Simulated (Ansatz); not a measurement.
Si(H)(Cl)(Me)(NH2) (CH6ClNSi), SMILES C[SiH](N)Cl.

Coordinates come from a B3LYP-D3(BJ)/def2-SVP optimisation. One conformer was computed; it need not be the lowest.

Two levels are set side by side: PBE/def2-SVPD (Ansatz, an electronic-structure program) and PBE0/def2-SVPD (Ansatz). Energy differences of separate SCF runs at the same geometry; the states with an electron removed or added have multiplicity 2 and 2. Differences are taken from unrounded values.

```csv
quantity,PBE0,PBE,PBE minus PBE0
vertical ionisation energy (eV),10.10,9.79,-0.31
vertical singlet–triplet gap (eV),6.47,6.25,-0.23
```
